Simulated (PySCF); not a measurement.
Gas-phase reaction: CdI2 ⇌ Cd + I2

Method: PySCF energies plus ideal-gas RRHO corrections (1 bar). † marks an energy on the PBE0/def2-TZVP geometry and frequencies. MP2 and CCSD(T) freeze the core. All species are closed-shell singlets. B3LYP is the form with VWN-RPA correlation. Cd, I: scalar-relativistic def2 core potential, no spin-orbit coupling. MP2 isn't extrapolated to the basis-set limit; its ΔH°(298 K) is 263.1 kJ in def2-SVP and 226.9 kJ in def2-TZVPP. CCSD(T) isn't extrapolated to the basis-set limit; its ΔH°(298 K) is 246.0 kJ in def2-SVP and 215.9 kJ in def2-TZVPP. The harmonic model lacks anharmonicity and excited electronic states, which grow with temperature; levels with a mode under 35 cm⁻¹ are left out. Soft modes under 120 cm⁻¹ make the harmonic entropy rough for CdI2.

| level | ΔE electronic, kJ | ΔH°(298 K), kJ | ΔS°(298 K), J/K | ΔG°(800 K), kJ |
|---|---|---|---|---|
| B3LYP/def2-TZVP† | 191 | 190 | 103 | 109 |
| BLYP/def2-TZVP† | 165 | 164 | 103 | 83 |
| CCSD(T)/def2-SVP† | 247 | 246 | 103 | 165 |
| HF/def2-TZVP† | 254 | 253 | 103 | 172 |
| MP2/def2-SVP† | 265 | 263 | 103 | 182 |
| MP2/def2-TZVPP† | 228 | 227 | 103 | 146 |
| PBE/def2-TZVP† | 197 | 196 | 103 | 115 |
| PBE0/def2-SVP† | 241 | 239 | 103 | 158 |
| r2SCAN/def2-TZVP† | 236 | 234 | 103 | 153 |
| ωB97M-V/def2-TZVP† | 238 | 237 | 103 | 156 |
ΔH° is lowest at BLYP/def2-TZVP† and highest at MP2/def2-SVP†. No reference value is set beside these.
